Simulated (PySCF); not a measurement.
## Correlation energy of B⁺ (boron, charge +1)

[He] 2s1 2p1, high-spin 3P determinant (an excited configuration). All numbers are calculated (PySCF 2.14, scalar relativity by spin-free X2C-1e, in x2c-TZVPPall). Frozen: 1s2; 2 electrons correlated.

With two correlated electrons CCSD is exact within the correlated space (frozen core and kept virtual orbitals).

```csv
level,correlation energy (mhartree)
CCSD,-4.68
```

Diagnostics: T1 = 0.0018, D1 = 0.0032, largest double amplitude 0.032.

Cost of the coupled-cluster step: about 0.17 core-seconds, for 2 correlated electrons.

Iterations:

```
CC2 = 0
CCSD nocc = (np.int64(2), np.int64(0)), nmo = (30, 30)
frozen orbitals [[0], [0]]
max_cycle = 100
direct = 0
conv_tol = 1e-08
conv_tol_normt = 1e-06
diis_space = 8
diis_start_cycle = 0
Init t2, MP2 energy = -0.00292192904308949
Init E_corr(UCCSD) = -0.00292192904365561
cycle = 1  E_corr(UCCSD) = -0.00395372461407853  dE = -0.00103179557  norm(t1,t2) = 0.0142009
cycle = 2  E_corr(UCCSD) = -0.00435863149821872  dE = -0.000404906884  norm(t1,t2) = 0.00642866
cycle = 3  E_corr(UCCSD) = -0.00468109368029153  dE = -0.000322462182  norm(t1,t2) = 0.00308016
cycle = 4  E_corr(UCCSD) = -0.00467630914791918  dE = 4.78453237e-06  norm(t1,t2) = 0.000282689
cycle = 5  E_corr(UCCSD) = -0.00467659996641026  dE = -2.90818491e-07  norm(t1,t2) = 2.1063e-05
cycle = 6  E_corr(UCCSD) = -0.00467655662342048  dE = 4.33429898e-08  norm(t1,t2) = 1.84661e-06
cycle = 7  E_corr(UCCSD) = -0.00467657698777027  dE = -2.03643498e-08  norm(t1,t2) = 1.85441e-07
cycle = 8  E_corr(UCCSD) = -0.00467657471757072  dE = 2.27019954e-09  norm(t1,t2) = 3.76641e-08
UCCSD converged
E(UCCSD) = -24.13283461779877  E_corr = -0.004676574717570723
```

The basis was made for the ground configuration and has no added diffuse functions, which can raise the energy of the promoted electron.
